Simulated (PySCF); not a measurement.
Correlation energy of Ar⁺ (argon, charge +1)

[Ne] 3s2 3p4 4s1, high-spin 4P determinant (an excited configuration). Computed with PySCF 2.14 in aug-cc-pVQZ-DK (7s6p4d3f2g, 84 functions), with the spin-free X2C one-electron Hamiltonian (Gaussian nucleus). Frozen: [Ne]; 7 electrons correlated.

MP2 pair energies summed by pair of shells (mhartree):

```
 pair  energy  share (%)
3p-3p  -66.43       41.5
3s-3p  -65.23       40.8
3p-4s  -13.17        8.2
3s-3s  -10.58        6.6
3s-4s   -4.62        2.9
```

Total MP2 correlation energy: -160.04 mhartree.

Same-spin part -40.55 and opposite-spin part -119.49 mhartree; SCS-MP2 scales them by 1/3 and 6/5 to -156.90 mhartree.
